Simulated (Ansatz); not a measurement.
One geometry of In11P12H32⁺, a nanocrystal cut from zinc blende InP (hydrogen-capped), several levels of theory.

```yaml
crystal:
  periodic: [false, false, false]
  atoms:
    - {symbol: In, position_ang: [-5.067580, 1.659418, -0.441379]}
    - {symbol: In, position_ang: [-2.619283, -3.733853, 2.988908]}
    - {symbol: In, position_ang: [1.026314, -4.375434, -0.695349]}
    - {symbol: In, position_ang: [-2.050071, 2.100097, -3.752724]}
    - {symbol: In, position_ang: [1.376600, -1.229431, -3.881319]}
    - {symbol: In, position_ang: [-1.637172, -1.030034, -0.875734]}
    - {symbol: In, position_ang: [-1.339180, 1.810430, 2.602508]}
    - {symbol: In, position_ang: [1.356981, -1.265790, 1.863246]}
    - {symbol: In, position_ang: [1.346211, 1.693798, -0.760952]}
    - {symbol: In, position_ang: [4.550308, -0.929189, -0.655724]}
    - {symbol: In, position_ang: [3.941608, 2.622074, 3.127737]}
    - {symbol: P, position_ang: [-3.120835, -2.520907, 0.649765]}
    - {symbol: P, position_ang: [-3.240954, 0.587220, -2.067084]}
    - {symbol: P, position_ang: [-3.262179, 2.841306, 1.112832]}
    - {symbol: P, position_ang: [-0.119990, -2.546077, -2.260142]}
    - {symbol: P, position_ang: [-0.169302, -2.718955, 3.391022]}
    - {symbol: P, position_ang: [2.771981, -2.642503, 0.287697]}
    - {symbol: P, position_ang: [-0.386232, 0.457513, -4.943068]}
    - {symbol: P, position_ang: [-0.214827, 3.212999, -2.220439]}
    - {symbol: P, position_ang: [2.765852, 0.227068, -2.271294]}
    - {symbol: P, position_ang: [-0.217800, 0.370590, 0.705721]}
    - {symbol: P, position_ang: [2.796799, 0.226917, 3.455106]}
    - {symbol: P, position_ang: [2.833120, 3.192738, 0.736140]}
    - {symbol: H, position_ang: [-5.878707, 2.897494, -1.335599]}
    - {symbol: H, position_ang: [-5.636829, 0.311534, 0.491272]}
    - {symbol: H, position_ang: [-3.602578, -2.862384, 4.109192]}
    - {symbol: H, position_ang: [-2.351896, -5.385376, 2.576359]}
    - {symbol: H, position_ang: [1.804363, -5.536868, -1.708232]}
    - {symbol: H, position_ang: [-0.134429, -4.550349, 0.599756]}
    - {symbol: H, position_ang: [-2.870228, 3.216046, -4.784971]}
    - {symbol: H, position_ang: [2.214854, -2.044857, -5.155337]}
    - {symbol: H, position_ang: [-2.094572, 0.658296, 3.660078]}
    - {symbol: H, position_ang: [-0.169632, 3.050162, 2.959277]}
    - {symbol: H, position_ang: [5.745177, -1.726213, -1.612202]}
    - {symbol: H, position_ang: [4.689328, 0.265181, 0.616737]}
    - {symbol: H, position_ang: [5.590944, 2.296265, 2.754287]}
    - {symbol: H, position_ang: [3.068460, 3.653767, 4.200115]}
    - {symbol: H, position_ang: [-3.684299, -3.490294, -0.239438]}
    - {symbol: H, position_ang: [-4.292026, -1.711373, 0.809192]}
    - {symbol: H, position_ang: [-3.974279, -0.267718, -2.956796]}
    - {symbol: H, position_ang: [-4.017645, 3.704199, 1.969644]}
    - {symbol: H, position_ang: [-2.660149, 3.881614, 0.334375]}
    - {symbol: H, position_ang: [-1.042461, -3.220179, -3.127594]}
    - {symbol: H, position_ang: [0.683112, -3.788976, 3.811358]}
    - {symbol: H, position_ang: [-0.195847, -2.005475, 4.632143]}
    - {symbol: H, position_ang: [3.504247, -3.399710, 1.263880]}
    - {symbol: H, position_ang: [-1.226720, -0.341433, -5.783481]}
    - {symbol: H, position_ang: [0.253242, 1.196127, -5.991235]}
    - {symbol: H, position_ang: [0.574351, 4.103277, -3.016030]}
    - {symbol: H, position_ang: [-0.827529, 4.191108, -1.374544]}
    - {symbol: H, position_ang: [3.454517, 1.171181, -3.102847]}
    - {symbol: H, position_ang: [2.023429, 0.294698, 4.658972]}
    - {symbol: H, position_ang: [3.810647, -0.658305, 3.942943]}
    - {symbol: H, position_ang: [2.078936, 4.403645, 0.853035]}
    - {symbol: H, position_ang: [3.843910, 3.684882, -0.149730]}
basis:
  gaussian: {orbitals: def2-SVP, fitting: {mean_field: def2-universal-jkfit}, initial_orbitals: start.molden}
total_charge: 1
hamiltonian: {xc: pbe, dispersion: d4}
scf: {omitted_lower_state_checks: [starts]}
output: {orbitals: {seedname: orbitals}}
```

The file start.molden holds the orbitals of an earlier run on this structure, at another level or in another basis.

```sh
$ ansatz run in.yaml --threads 5 --pin off --events-out ev --progress --plain --max-ram 66560MiB --backend cuda --devices 0, --max-vram 37GiB
```

Shortened log:

```
Functional definition: PBE
  name "PBE"
  cite "Perdew, Burke & Ernzerhof, Phys. Rev. Lett. 77, 3865 (1996) doi:10.1103/PhysRevLett.77.3865"
  parent pbe
  parameter kappa = 0.804
  parameter beta = 0.06672455060314922
  exchange = pbe_x(kappa = kappa, mu = beta*pi^2/3)
  correlation = pbe_c(beta = beta)
these checks for a lower state are left out or cut short: starts
4510 factors; integrals over basis functions are off by at most 3.4e-1 eV
mean field evaluation 1: about -168814.6996 eV, gradient 1.6e1 eV
mean field evaluation 2: about -168815.3847 eV, gradient 6.4e-1 eV
mean field evaluation 4: about -168815.3958 eV, gradient 2.8e-3 eV
mean field -168815.39582987 eV, -6203.8513695627 hartree, gradient 1.3e-5 eV, S^2 0.000000; 0 other end points of the search recorded, 0 dependent functions left out
reference -168815.39597652 eV, -6203.8513749519 hartree; 221, 221 occupied and 441, 441 virtual orbitals, 4510 factors
Total energy: -168819.37076884 eV, -6203.9974458756 hartree
Checks for a lower state left out: starts
```

It took 8.5 s on 5 threads of AMD EPYC 7R13 on a shared host and a share (37 GiB) of an NVIDIA H100 80GB HBM3, peak host memory 1.2 GiB.

As the first input, with `gaussian: {orbitals: def2-TZVP, fitting: {mean_field: def2-universal-jkfit}, initial_orbitals: start.molden}` (abridged; 13 s):

```
Functional definition: PBE
mean field -168856.21636546 eV, -6205.3514965762 hartree, gradient 1.8e-5 eV, S^2 0.000000
Total energy: -168860.19133308 eV, -6205.4975739423 hartree
Checks for a lower state left out: starts
```

First input, but with `gaussian: {orbitals: def2-SVP, initial_orbitals: start.molden}`, `hamiltonian: {xc: pbe}`, `correlation: {method: rpa}` and without the key `output` (abridged; 24 s):

```
Functional definition: PBE
mean field -168815.36937126 eV, -6203.8503972267 hartree, gradient 8.0e-6 eV, S^2 0.000000
104 core orbitals not correlated: weight in the atoms' cores, before any rotation towards them, 1.000 or more for the frozen orbitals, at most 0.000 for the correlated occupied ones
Total energy: -168490.83315063 eV, -6191.9239110970 hartree
Checks for a lower state left out: starts
```

The first input with `hamiltonian: {xc: pbe0, dispersion: d4}` (abridged; 9.1 s):

```
Functional definition: PBE0
mean field -168826.98324847 eV, -6204.2771993419 hartree, gradient 1.4e-5 eV, S^2 0.000000
Total energy: -168830.65805967 eV, -6204.4122461627 hartree
Checks for a lower state left out: starts
```

Geometry: PBE-D4/def2-SVP.

In the def2 sets In takes a core potential; there is no spin–orbit coupling. Correlated methods freeze 104 core orbitals; core or outer-core shells of In are correlated, in sets that lack core-valence functions. Single mean-field runs in def2-SVP, def2-TZVP are fitted with def2-universal-jkfit.
